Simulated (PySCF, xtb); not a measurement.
BCl2H2N, SMILES NB(Cl)Cl. Atoms are numbered in the order given.

```xyz
6

B      0.0000     0.0000    -0.3493
Cl     0.0000     1.5254     0.5437
Cl     0.0000    -1.5254     0.5437
N      0.0000     0.0000    -1.7398
H      0.0000    -0.8557    -2.2805
H      0.0000     0.8557    -2.2805
```

Geometry: ωB97X-D3(BJ)/def2-SVP. The values are those of a single conformer.

Method: IEF-PCM-M06-2X/def2-SVP in PySCF.

The values are the electrostatic part of the solvation free energy, E(continuum) − E(gas) at the gas-phase geometry, in a cavity of scaled van der Waals radii (PySCF's table); cavitation and dispersion terms are not included. In vacuum the orbital gap is 11.26 eV. The dipole moment in vacuum is 3.01 D.

| solvent | ε | ΔG(elec) (kcal/mol) | dipole (D) | gap (eV) |
|---|---|---|---|---|
| water | 78.36 | -4.7 | 3.77 | 11.10 |
| diethylether | 4.24 | -3.2 | 3.53 | 11.15 |
| cyclohexanone | 15.62 | -4.3 | 3.71 | 11.11 |

For comparison, GFN2-xTB/ALPB(water) (xtb, at the GFN2-xTB geometry, all terms of that model) gives -6.7 kcal/mol.
